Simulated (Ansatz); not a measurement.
```xyz
12

C    -0.748    0.776    0.102
N     0.255   -0.233   -0.136
C    -0.151   -1.170   -1.168
Si    1.792   -0.533    0.571
S     1.965    0.880    2.208
H    -1.096    1.192   -0.850
H    -1.621    0.363    0.622
H    -0.349    1.600    0.691
H    -0.341   -0.652   -2.116
H    -1.066   -1.701   -0.882
H     0.634   -1.912   -1.333
H     0.725    1.391    2.292
```

The species carries charge 0 and has multiplicity 1.

(1) List the CAM-B3LYP/def2-TZVPP orbital energies in eV (Ansatz 0.2.0). (Best estimate.)

## Answers

(1) Computed: Occupied: -2419.41, -1801.26, -391.90, -279.75, -279.73, -217.47, -162.05, -161.93, -161.88, -145.67, -101.06, -101.00, -100.89, -27.34, -22.06, -21.72, -19.66, -16.11, -14.81, -14.60, -14.09, -12.91, -12.45, -11.99, -10.43, -9.33, -8.37, -7.84. Lowest empty: -0.19, 1.30, 1.76, 2.21, 3.15, 3.44, 3.53, 3.79.
